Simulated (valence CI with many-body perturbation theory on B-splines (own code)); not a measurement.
# Pb9+: E2, M1 decay

Level of theory: configuration interaction combined with many-body perturbation theory (CI+MBPT): five valence electrons over a frozen Dirac-Fock core [Xe] 4f14, a basis of 7 s, 7 p, 8 d, 6 f, 4 g, 1 h functions for each j, with the one-electron correlation potential Σ1, the two-electron term Σ2, the three-electron term Σ3, Breit, model QED; selected CI, second order for the rest, scaled by the run's own slope (own B-spline code, finite nucleus).

No measured spectrum was set against this ion. As an estimate, terms of the open shell hold to 2 to 4 % of their energy, and close levels can change places. Core correlation moves these levels by up to 17000 cm⁻¹, and in measured spectra 5 to 20 % of such shifts remained as error; rates that hang on mixing are uncertain with them. Among the levels kept, up to 940 cm⁻¹ of a level comes from second order outside the variational space, and about a tenth of that is noise between levels of different J, which matters for small intervals. Only levels of the ground parity were solved; by the run's estimate the other parity begins above the list, which can be wrong where configurations are misplaced.

Lines 1 to 50 of 120 in falling wavelength, among levels below 326700 cm⁻¹, chosen from the decays that carry over 1 % of a level's rate. Wavelengths and rates use the calculated energies, so an error of 2000 cm⁻¹ moves a line at 13190 Å by 26 % and its rate by three times that or more. Electric multipoles are in the length gauge, E1 and E2 with the static RPA response of the core. S is in atomic units (e²a₀⁴ for E2 and M2, e²a₀⁶ for E3), for M1 in squared Bohr magnetons. Weak lines are less certain than strong ones. Lines between different terms over intervals too small for the method are left out, as are lines whose strength nearly cancels.

Levels are named by their leading jj configuration (3d3/2^4 stands for four electrons in 3d with j = 3/2), which in mixed levels can hold well under half, so a name can repeat and another be missing. Letters in brackets count levels of one name in rising energy.

```csv
λ vac (Å),Upper,Lower,Type,A (s⁻¹),S (a.u.)
36180,(5d3/2^3 5d5/2^2) J=11/2,(5d3/2^3 5d5/2^2) J=7/2 [a],E2,6.31e-08,4.19e-02
34320,(5d3/2^3 5d5/2^2) J=9/2,(5d3/2^3 5d5/2^2) J=11/2,M1,4.29e-01,6.43e+00
17610,(5d3/2^3 5d5/2^2) J=9/2,(5d3/2^3 5d5/2^2) J=7/2 [a],M1,3.61e+00,7.31e+00
15450,(5d3/2^2 5d5/2^3) J=13/2,(5d3/2^2 5d5/2^3) J=11/2,M1,2.06e+00,3.95e+00
13700,(5d3/2^3 5d5/2^2) J=3/2 [b],(5d3/2^2 5d5/2^3) J=5/2 [a],M1,1.56e+00,5.96e-01
13190,(5d3/2^3 5d5/2^2) J=1/2,(5d3/2^3 5d5/2^2) J=3/2 [a],M1,1.74e+01,2.96e+00
11100,(5d3/2^2 5d5/2^3) J=7/2 [b],(5d3/2^2 5d5/2^3) J=5/2 [b],M1,3.76e+00,1.52e+00
10850,(5d3/2^3 5d5/2^2) J=7/2 [b],(5d3/2^3 5d5/2^2) J=5/2,M1,1.18e+01,4.46e+00
10470,(5d3/2^3 5d5/2^2) J=7/2 [b],(5d3/2^3 5d5/2^2) J=9/2,M1,9.09e-01,3.09e-01
8243,(5d3/2^2 5d5/2^3) J=3/2 [a],(5d3/2^2 5d5/2^3) J=5/2 [a],M1,2.40e+01,1.99e+00
7996,(5d3/2^2 5d5/2^3) J=9/2 [a],(5d3/2^3 5d5/2^2) J=7/2 [b],M1,2.07e+01,3.92e+00
7883,(5d3/2^3 5d5/2^2) J=7/2 [a],(5d3/2^4 5d5/2) J=5/2 [b],M1,3.66e+01,5.32e+00
7849,(5d3/2^2 5d5/2^3) J=5/2 [c],(5d3/2^2 5d5/2^3) J=3/2 [a],M1,8.06e+00,8.67e-01
7787,(5d3/2^2 5d5/2^3) J=9/2 [b],(5d3/2^2 5d5/2^3) J=9/2 [a],M1,1.19e+01,2.09e+00
7121,(5d3/2^3 5d5/2^2) J=3/2 [a],(5d3/2^4 5d5/2) J=5/2 [b],M1,1.99e+01,1.06e+00
6888,(5d3/2^2 5d5/2^3) J=7/2 [b],(5d3/2^2 5d5/2^3) J=9/2 [a],M1,4.21e+00,4.08e-01
6565,(5d3/2^3 5d5/2^2) J=7/2 [b],(5d3/2^3 5d5/2^2) J=7/2 [a],M1,2.56e+01,2.15e+00
6208,(5d3/2^2 5d5/2^3) J=9/2 [c],(5d3/2^2 5d5/2^3) J=7/2 [b],M1,1.22e+01,1.08e+00
6127,(5d3/2 5d5/2^4) J=7/2 [a],(5d3/2^2 5d5/2^3) J=5/2 [c],M1,2.72e+01,1.85e+00
5976,(5d3/2^3 5d5/2^2) J=3/2 [b],(5d3/2^3 5d5/2^2) J=1/2,M1,7.00e+00,2.22e-01
5799,(5d3/2^2 5d5/2^3) J=7/2 [a],(5d3/2^3 5d5/2^2) J=5/2,M1,3.68e+01,2.13e+00
5718,(5d3/2^2 5d5/2^3) J=3/2 [b],(5d3/2^2 5d5/2^3) J=3/2 [a],M1,3.41e+01,9.47e-01
5692,(5d3/2^2 5d5/2^3) J=5/2 [c],(5d3/2^3 5d5/2^2) J=3/2 [b],M1,5.58e+01,2.29e+00
5688,(5d3/2^2 5d5/2^3) J=7/2 [a],(5d3/2^3 5d5/2^2) J=9/2,M1,7.11e+01,3.88e+00
5623,(5d3/2^2 5d5/2^3) J=9/2 [c],(5d3/2^2 5d5/2^3) J=9/2 [b],M1,7.04e+01,4.64e+00
5551,(5d3/2^2 5d5/2^3) J=5/2 [b],(5d3/2^3 5d5/2^2) J=7/2 [b],M1,2.98e+01,1.14e+00
5455,(5d3/2^2 5d5/2^3) J=1/2 [a],(5d3/2^3 5d5/2^2) J=1/2,M1,1.63e+02,1.96e+00
5443,(5d3/2^2 5d5/2^3) J=5/2 [a],(5d3/2^3 5d5/2^2) J=7/2 [a],M1,6.61e+01,2.37e+00
5347,(5d3/2^3 5d5/2^2) J=5/2,(5d3/2^4 5d5/2) J=5/2 [b],M1,1.80e+02,6.11e+00
5268,(5d3/2 5d5/2^4) J=7/2 [a],(5d3/2^2 5d5/2^3) J=9/2 [b],M1,3.85e+01,1.67e+00
5264,(5d3/2^2 5d5/2^3) J=7/2 [b],(5d3/2^2 5d5/2^3) J=7/2 [a],M1,3.49e+01,1.51e+00
5255,(5d3/2^2 5d5/2^3) J=11/2,(5d3/2^3 5d5/2^2) J=9/2,M1,3.18e+01,2.05e+00
5087,(5d3/2^3 5d5/2^2) J=3/2 [b],(5d3/2^3 5d5/2^2) J=5/2,M1,2.06e+01,4.01e-01
5004,(5d3/2^2 5d5/2^3) J=5/2 [c],(5d3/2^2 5d5/2^3) J=7/2 [a],M1,4.88e+01,1.36e+00
4946,(5d3/2 5d5/2^4) J=5/2 [a],(5d3/2^2 5d5/2^3) J=3/2 [a],M1,6.96e+01,1.87e+00
4870,(5d3/2^4 5d5/2) J=5/2 [b],(5d3/2^4 5d5/2) J=5/2 [a],M1,2.05e+02,5.27e+00
4793,(5d3/2^2 5d5/2^3) J=1/2 [b],(5d3/2^2 5d5/2^3) J=3/2 [a],M1,4.51e+01,3.69e-01
4638,(5d3/2^2 5d5/2^3) J=3/2 [a],(5d3/2^3 5d5/2^2) J=1/2,M1,1.99e+01,2.94e-01
4557,(5d3/2^2 5d5/2^3) J=11/2,(5d3/2^3 5d5/2^2) J=11/2,M1,1.68e+02,7.05e+00
4465,(5d3/2 5d5/2^4) J=11/2,(5d3/2^2 5d5/2^3) J=9/2 [b],M1,4.63e+01,1.83e+00
4299,(5d3/2^2 5d5/2^3) J=7/2 [a],(5d3/2^3 5d5/2^2) J=7/2 [a],M1,6.73e+01,1.59e+00
4113,(5d3/2^3 5d5/2^2) J=3/2 [b],(5d3/2^3 5d5/2^2) J=3/2 [a],M1,1.62e+01,1.67e-01
4084,(5d3/2^2 5d5/2^3) J=3/2 [a],(5d3/2^3 5d5/2^2) J=5/2,M1,3.99e+01,4.03e-01
4021,(5d3/2^2 5d5/2^3) J=5/2 [c],(5d3/2^2 5d5/2^3) J=5/2 [a],M1,4.36e+01,6.30e-01
4004,(5d3/2^2 5d5/2^3) J=9/2 [a],(5d3/2^3 5d5/2^2) J=11/2,M1,6.91e+01,1.65e+00
3945,(5d3/2^2 5d5/2^3) J=9/2 [b],(5d3/2^3 5d5/2^2) J=7/2 [b],M1,4.11e+01,9.35e-01
3892,(5d3/2^2 5d5/2^3) J=1/2 [b],(5d3/2^3 5d5/2^2) J=3/2 [b],M1,7.74e+00,3.38e-02
3859,(5d3/2^2 5d5/2^3) J=1/2 [a],(5d3/2^3 5d5/2^2) J=3/2 [a],M1,1.77e+02,7.56e-01
3800,(5d3/2 5d5/2^4) J=7/2 [a],(5d3/2^2 5d5/2^3) J=5/2 [b],M1,1.46e+02,2.38e+00
3700,(5d3/2^2 5d5/2^3) J=7/2 [b],(5d3/2^3 5d5/2^2) J=7/2 [b],M1,1.47e+01,2.21e-01
```
